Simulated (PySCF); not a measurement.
GeH₅Si, SMILES [SiH2][GeH3] (connectivity only; charge and spin as stated), charge +1, multiplicity 1.

The structure is a stationary point at PBE0-D3(BJ)/def2-TZVP. The spin state was assumed, not searched. The isomer is the one that the SMILES or the coordinates give; other isomers of the formula were not compared.

Computed with TDA-ωB97X/def2-SVPD in PySCF.

Vertical excitations. Gas-phase values at a fixed geometry. State labels are in the subgroup Cs.

Computed lowest excited states:
```
state  symmetry  energy (eV)  λ (nm)      f                          main pairs
-----  --------  -----------  ------  -----  ----------------------------------
S1           A'         3.84     323  0.008                      HOMO→LUMO 97 %
S2           A"         5.20     239  0.001  HOMO−3→LUMO 50 %, HOMO−1→LUMO 49 %
S3           A'         5.96     208  0.051                    HOMO−2→LUMO 95 %
S4           A"         6.00     207  0.002  HOMO−1→LUMO 50 %, HOMO−3→LUMO 49 %
S5           A"         8.36     148  0.045                    HOMO→LUMO+2 82 %
S6           A'         8.51     146  0.544                    HOMO→LUMO+1 77 %
S7           A"         8.83     140  0.010                  HOMO−1→LUMO+1 81 %
S8           A'         8.85     140  0.077                  HOMO−2→LUMO+1 88 %
S9           A'         9.23     134  0.033  HOMO→LUMO+3 74 %, HOMO→LUMO+4 21 %
S10          A"         9.25     134  0.002                  HOMO−2→LUMO+2 79 %
T1           A'         3.09     402      0                      HOMO→LUMO 97 %
T2           A"         4.72     262      0  HOMO−3→LUMO 68 %, HOMO−1→LUMO 31 %
T3           A'         5.44     228      0                    HOMO−2→LUMO 97 %
T4           A"         5.79     214      0  HOMO−1→LUMO 68 %, HOMO−3→LUMO 30 %
```
Triplets are in the Tamm–Dancoff approximation.
